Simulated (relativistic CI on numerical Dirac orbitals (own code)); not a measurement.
## Ce28+: q coefficients and field-shift factors

Computed by Dirac-Coulomb-Breit CI, separate exchange-only KLI orbitals for each configuration, derivatives by finite differences, unscaled Slater integrals, QED left out (own radial code, finite nucleus).

CI space (outside the closed core [Ar] 3d10): 4s2, 4s 4p, 4p2, 4s 4d, 4d2, 4s 4f, 4p 4d, 4f2. Levels of other configurations are missing.

With x = (α/α₀)² − 1 an excitation energy changes as ω = ω₀ + qx; K = 2q/ω₀ is the relative enhancement. Terms are leading LS components, so labels can repeat. The field-shift factor is F = δν/δ⟨r²⟩ for the transition from the lowest level.

Lowest level 4s2 1S_0.

| Level | ω₀ (cm⁻¹) | q (cm⁻¹) | K | F (GHz/fm²) |
| --- | --- | --- | --- | --- |
| 4s 4p 3P°_0 | 432771 | 40890 | 0.189 | -339 |
| 4s 4p 3P°_1 | 464264 | 55390 | 0.239 | -341 |
| 4s 4p 3P°_2 | 647640 | 281100 | 0.868 | -351 |
| 4s 4p 1P°_1 | 757932 | 272200 | 0.718 | -354 |
| 4p2 3P_0 | 1004043 | 96030 | 0.191 | -686 |
| 4p2 3P_1 | 1186691 | 328200 | 0.553 | -699 |
| 4p2 1D_2 | 1192521 | 327200 | 0.549 | -680 |
| 4p2 3P_2 | 1393351 | 542800 | 0.779 | -675 |
| 4p2 1S_0 | 1475609 | 560600 | 0.76 | -705 |
| 4s 4d 3D_1 | 1490572 | 299200 | 0.401 | -347 |
| 4s 4d 3D_2 | 1505078 | 314100 | 0.417 | -352 |
| 4s 4d 3D_3 | 1533699 | 342800 | 0.447 | -347 |
| 4s 4d 1D_2 | 1628637 | 356100 | 0.437 | -398 |
| 4p 4d 3F°_2 | 1945198 | 344700 | 0.354 | -694 |
| 4p 4d 3F°_3 | 2028993 | 408100 | 0.402 | -691 |
| 4p 4d 3P°_2 | 2043365 | 393800 | 0.385 | -695 |
| 4p 4d 3D°_1 | 2044816 | 354600 | 0.347 | -695 |
| 4p 4d 3F°_4 | 2195112 | 619700 | 0.565 | -695 |
| 4p 4d 1D°_2 | 2197290 | 587400 | 0.535 | -704 |
| 4p 4d 3D°_3 | 2218370 | 557200 | 0.502 | -679 |
| 4p 4d 3P°_0 | 2224037 | 585200 | 0.526 | -706 |
| 4p 4d 3P°_1 | 2229585 | 587300 | 0.527 | -706 |
| 4p 4d 3P°_2 | 2253330 | 619600 | 0.55 | -706 |

At this charge energies of transitions that change n are usually good to better than 1 %, and those within a shell (Δn = 0) to a few per cent.
